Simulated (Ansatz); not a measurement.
A single point on FH$_{5}$O$_{2}$Si$_{2}$, SMILES `O[Si](O)(F)[SiH3]`.

```yaml
crystal:
  periodic: [false, false, false]
  atoms:
    - {symbol: O, position_ang: [0.007160, 1.469158, -1.262058]}
    - {symbol: Si, position_ang: [0.056802, -0.069596, -0.706518]}
    - {symbol: O, position_ang: [1.525956, -0.672228, -1.050061]}
    - {symbol: F, position_ang: [-1.089666, -0.879180, -1.479071]}
    - {symbol: Si, position_ang: [-0.309810, -0.300149, 1.585401]}
    - {symbol: H, position_ang: [-0.850351, 1.855941, -1.445818]}
    - {symbol: H, position_ang: [1.935693, -0.429874, -1.883374]}
    - {symbol: H, position_ang: [-1.652731, 0.246089, 1.921011]}
    - {symbol: H, position_ang: [-0.259123, -1.731161, 1.981896]}
    - {symbol: H, position_ang: [0.719171, 0.459799, 2.341393]}
basis:
  gaussian: {orbitals: def2-QZVPP}
correlation: {method: mp2}
```

```sh
$ ansatz run in.yaml --threads 4 --pin off --events-out ev --progress --plain
```

It prints (some lines left out):

```
Functional definition: HF
2781 factors; integrals over basis functions are off by at most 7.3e-4 eV
mean field evaluation 1: about -22588.0789 eV, gradient 5.3e1 eV
mean field evaluation 2: about -22588.2036 eV, gradient 5.4e1 eV
mean field evaluation 4: about -22593.3713 eV, gradient 3.4e0 eV
mean field evaluation 8: about -22593.4372 eV, gradient 3.0e-1 eV
mean field -22593.43741491 eV, -830.2935106162 hartree, gradient 9.6e-7 eV, S^2 0.000000; 0 other end points of the search recorded, 0 dependent functions left out
13 core orbitals not correlated: weight in the atoms' cores, before any rotation towards them, 1.000 or more for the frozen orbitals, at most 0.000 for the correlated occupied ones
reference -22593.43741491 eV, -830.2935106162 hartree; 16, 16 occupied and 432, 432 virtual orbitals, 2781 factors
second order -28.69740042 eV of doubles, -0.00000000 eV of singles
Total energy: -22622.13481534 eV, -831.3481206300 hartree
```

Run time 18 s (4 threads of a server CPU on a shared host); peak host memory 2.5 GiB.
